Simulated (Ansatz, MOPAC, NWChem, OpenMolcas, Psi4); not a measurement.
**A ladder of methods for C2H4ClSi (SMILES C=C[SiH]Cl)**

The runs start from one conformer, not always the lowest.

C2H4ClSi, doublet, SMILES `C=C[SiH]Cl`. Each level relaxes the structure for itself.

Each level gives the zero-point energy at each level's own minimum (kJ/mol). The values are calculated.

```json
{"level": "PM3", "kind": "semi-empirical", "program": "MOPAC", "value (kJ/mol)": "127.1"}
{"level": "MNDOD", "kind": "semi-empirical", "program": "MOPAC", "value (kJ/mol)": "142.4"}
{"level": "PM6", "kind": "semi-empirical", "program": "MOPAC", "value (kJ/mol)": "123.9"}
{"level": "PM6-D3H4", "kind": "semi-empirical", "program": "MOPAC", "value (kJ/mol)": "124.5"}
{"level": "UHF/3-21G", "kind": "Hartree–Fock", "program": "OpenMolcas", "value (kJ/mol)": "143.0"}
{"level": "UHF/6-31G* (spherical functions)", "kind": "Hartree–Fock", "program": "NWChem", "value (kJ/mol)": "143.8"}
{"level": "UHF/6-31G* (Cartesian functions)", "kind": "Hartree–Fock", "program": "OpenMolcas", "value (kJ/mol)": "143.9"}
{"level": "UBP86/def2-SVP (density fitting)", "kind": "GGA", "program": "Psi4", "value (kJ/mol)": "130.8"}
{"level": "UPBE0-D4/def2-TZVP", "kind": "global hybrid", "program": "Ansatz", "value (kJ/mol)": "135.9"}
```

Harmonic and unscaled. The values span 123.9 to 143.9 kJ/mol. Spin contamination of the reference (⟨S²⟩ at least 0.1 too high) touches UHF/3-21G, UHF/6-31G*, UHF/6-31G* (up to 0.17 too high).
